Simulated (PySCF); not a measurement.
Computed IR spectrum (relative IR intensity) of a molecule C5H4F2O. The structure is a stationary point at PBE0-D3(BJ)/def2-SVP. Other conformers were not sampled. All values below come from PBE0-D3(BJ)/def2-SVP in PySCF 2.14.0. Harmonic, unscaled wavenumbers; measured fundamentals usually lie a few per cent lower.

ν (cm⁻¹): 723 (vw), 810 (w), 889 (vw), 924 (w), 974 (w), 1145 (w), 1282 (w), 1331 (vs), 1370 (w), 1419 (m), 1487 (m), 1879 (m), 2097 (w) (against the strongest line: vs over 80 %, s over 45 %, m over 15 %, w over 4 %, vw less)

Q: Which structure fits?
(A) F/C=C1/CC(F)=CO1
(B) C=C=COC=C(F)F
(C) Cc1coc(F)c1F
(D) O=C[C@H]1CC(F)=C1F

A: B, C=C=COC=C(F)F
